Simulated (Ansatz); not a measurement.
Coupled-cluster diagnostics for Si4H8 (the lowest singlet isomer of a short search), Ansatz.

Geometry of the singlet (r2SCAN-D4/def2-SVP):

```
atom    x (Å)    y (Å)    z (Å)
 Si1  -0.1760   1.5354  -0.5781
 Si2   0.5101  -1.2610   0.9341
 Si3  -1.4256   0.0951   0.8227
 Si4   1.0935  -0.3689  -1.1783
  H5   2.5319  -0.2210  -1.5587
  H6  -2.0444   0.6225   2.0778
  H7   1.4378  -0.7164   1.9778
  H8   0.6618   2.4439   0.2700
  H9   0.3782  -2.7401   1.1106
 H10   0.3710  -1.1266  -2.2509
 H11  -2.4720  -0.6017   0.0068
 H12  -0.8662   2.3388  -1.6337
```

Correlated methods freeze 20 core orbitals. The structure comes from a short search, and lower isomers may exist.

Q: Estimate the CCSD(T) correlation energy, the shares of MP2 and (T), T1 and the reference's ⟨S²⟩ for: charge 0, singlet, own geometry in def2-TZVP; charge 1, doublet, vertical in def2-TZVP; and the rough time on 4 threads of Arm Neoverse V1 on a shared host.

A: 
```tsv
state	basis	correlation (eV)	MP2 share (%)	(T) share (%)	T1	⟨S²⟩ (pure)	wall time
charge 0, singlet, own geometry	def2-TZVP	-15.543	81.8	4.0	0.015	0.00 (0.00)	31 s
charge 1, doublet, vertical	def2-TZVP	-14.899	80.4	4.2	0.044	0.79 (0.75)	9.4 min
```
Customary marks for T1 are 0.02 (closed shells), 0.045 (open shells) and about 0.05 (3d metals). T1 exceeds 0.02 in 1 of 2 rows and 0.045 in 0; the higher it lies, the less the single-reference result can be trusted.
